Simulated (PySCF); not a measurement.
C6H8Si2 (triplet state).
Z-matrix (Å and degrees, GFN2-xTB geometry), rows numbered from 1:
```
Si
Si  1  2.2797
C   2  1.8671  1  124.55
C   3  1.4025  2  122.96  1  -179.64
C   4  1.3780  3  121.08  2   179.90
C   5  1.3883  4  120.35  3     0.35
C   6  1.3880  5  119.45  4    -0.22
C   7  1.3782  6  120.35  5    -0.12
H   1  1.4705  2  115.58  3   -60.00
H   1  1.4667  2  105.00  3  -178.63
H   1  1.4703  2  115.14  3    62.80
H   4  1.0811  3  119.04  2    -0.12
H   5  1.0811  4  119.88  3  -179.64
H   6  1.0798  5  120.30  4   179.79
H   7  1.0814  6  119.87  5   179.88
H   8  1.0826  3  119.29  2    -0.23
```

The hyperfine couplings belong to this conformer and change with its torsions.

The species is `[SiH3][Si]c1ccccc1` [triplet].

Level of theory: PySCF, UKS B3LYP, pcH-1 on C H Si, non-relativistic, mean-field spin-orbit, GIAO. Isolated species at its GFN2-xTB geometry (one conformer only). This triplet need not be the ground state; the singlet was not compared here. The geometry wasn't refined by DFT: couplings that depend on bond lengths, twists or pyramidal angles can differ widely from those at the functional's own minimum, by a factor of two or more for some ions and for spin on atoms past the first row. The SCF solution wasn't tested for stability.

Q: Give the principal g shifts and their parts.

A: 
```tsv
Δg (ppm)	1	2	3
relativistic mass correction	-132	-132	-132
gauge correction	33	42	12
orbital Zeeman/spin–orbit	-635	857	1495
total	-734	767	1375
```

So g = 2.00159, 2.00309, 2.00369 and g_iso = 2.00279; the tensor is rhombic: the two nearest values differ by 29 % of g3 − g1. Axes: g3 points within 10° of the C5–C6 bond.

Q: What effective moment and Curie constant follow for a powder at temperatures where kT is far above the zero-field splitting?

A: With the mean of g² = 4.0112 and S(S+1) = 2.00: μ_eff = √(⟨g²⟩S(S+1)) = 2.832 μB and χT = 0.12505·⟨g²⟩·S(S+1) = 1.003 cm³ K/mol (cgs; spin-Hamiltonian part alone).

Q: How much does each term add to the isotropic shift?

A: The orbital-Zeeman/spin–orbit term 572, the mass correction -132 and the gauge correction 29 ppm, for a total of 469 ppm. The orbital-Zeeman/spin–orbit term is the largest in size. The mass correction is the same along every axis, so the anisotropy comes from the other two: their spans along these axes are 30 (gauge) and 2130 ppm (orbital Zeeman/spin–orbit).

The Mulliken spin populations are largest on Si2 (+1.71), C6 (+0.11), C8 (+0.10) and C4 (+0.09). No atom but Si2 exceeds +0.15.

The HOMO–LUMO gaps are 4.30 eV among the α and 3.88 eV among the β orbitals.
